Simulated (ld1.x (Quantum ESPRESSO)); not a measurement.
# LDA (PZ) ultrasoft dataset for carbon (C), non-relativistic all-electron reference.

carbon (C), ultrasoft, made with ld1.x (Quantum ESPRESSO) 7.5 (LDA (PZ), non-relativistic). Core [He], reference 2s2 2p2. Waves: 2s (bound): rcut 0.85, rcutus 1.05 bohr; 2s channel at 0.85 Ry: rcut 0.85, rcutus 1.05 bohr; 2p (bound): rcut 2.15, rcutus 2.30 bohr; 2p channel at -0.05 Ry: rcut 2.15, rcutus 2.30 bohr; 3d channel at 0.05 Ry: rc 2.30 bohr. Local part: the d channel. Core correction: a·sin(br)/r model core inside 0.45 bohr. Augmentation charge: PSQ, inside the norm-conserving radii.

- Cutoffs needed: 25 Ry and 35 Ry (the cutoffs (Ry, on a coarse ladder) from which the occupation-weighted sum of valence levels, in a spherical-Bessel basis at the reference potential, stays within 10 and 1 mRy of its value at 400 Ry)
- Ghost test: no extra level below or beside the all-electron valence levels (s, p, d, f tested) (spherical-Bessel basis up to 400 Ry, 20 bohr box)
- Largest excitation error: -136 meV (all-electron minus pseudo) for 2s1 2p0, out of 7 test configurations
- Lowest eigenvalue of the overlap operator: 0.65 (s channel)
- Density cutoff estimated by the generator: 244 Ry
